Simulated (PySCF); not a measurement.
## Working out the ionisation energy of Os

Os [Xe] 4f14 5d6 6s2 (5D) → Os⁺ [Xe] 4f14 5d6 6s1 (6D). Computed with PySCF 2.14 in def2-QZVPPD with the def2 core potential (60 electrons), with a scalar-relativistic core potential. Frozen: nothing. Energies in hartree (1 hartree = 27.21139 eV):

```
             part  Os (lower)  Os⁺ (upper)
              UHF  -89.839332   -89.600255
MP2 opposite-spin   -0.321939    -0.268557
    MP2 same-spin   -0.157007    -0.146595
```

Question: What does Hartree-Fock give?

Answer: (-89.600255) − (-89.839332) = 0.239077 hartree = 6.506 eV.

Question: What do MP2 and SCS-MP2 (6/5 opposite-spin, 1/3 same-spin) give?

Answer: The opposite-spin parts differ by 1.453 eV and the same-spin parts by 0.283 eV. MP2: 6.506 + (1.453) + (0.283) = 8.242 eV. SCS-MP2: 6.506 + 1.2 × (1.453) + (0.283)/3 = 8.344 eV.

Measured between the centres of the two terms (NIST): 8.473 eV, so MP2 (valence and next inner shell) is off by -0.231 eV.

What remains against the reference includes basis incompleteness and correlation beyond second order.
